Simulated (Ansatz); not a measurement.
Mulliken charges of CH$_{4}$F$_{3}$HfN, SMILES `C[NH][Hf]([F])([F])[F]` from ωB97M-V/def2-TZVPP in Ansatz (PBE0-D4/def2-TZVP geometry).

| atom | x (Å) | y (Å) | z (Å) | charge (e) |
| --- | --- | --- | --- | --- |
| C1 | 0.369 | -1.191 | 0.891 | -0.199 |
| N2 | 0.632 | -0.270 | -0.201 | -0.379 |
| Hf3 | -0.561 | 1.236 | -0.794 | 1.171 |
| F4 | -2.267 | 0.504 | -1.257 | -0.354 |
| F5 | 0.299 | 2.097 | -2.264 | -0.342 |
| F6 | -0.836 | 2.405 | 0.694 | -0.354 |
| H7 | 1.133 | -1.131 | 1.673 | 0.124 |
| H8 | 0.306 | -2.229 | 0.547 | 0.124 |
| H9 | -0.589 | -0.954 | 1.364 | 0.097 |
| H10 | 1.514 | -0.468 | -0.654 | 0.111 |

By hand: the dipole of these point charges (1 e Å = 4.8032 D).

Σ q r = (0.316, -0.521, 0.278) e Å, of length 0.670 e Å = 3.22 D.

How does the dipole of the full density compare? (An estimate is asked.)

The calculation gave: (0.347, -0.379, 0.114) e Å, 2.53 D; the point charges give 1.27 times that, at 16° from its direction.

Point charges leave out the atoms' own dipoles, such as those of lone pairs, and Mulliken's split depends on the basis, so the two needn't agree.
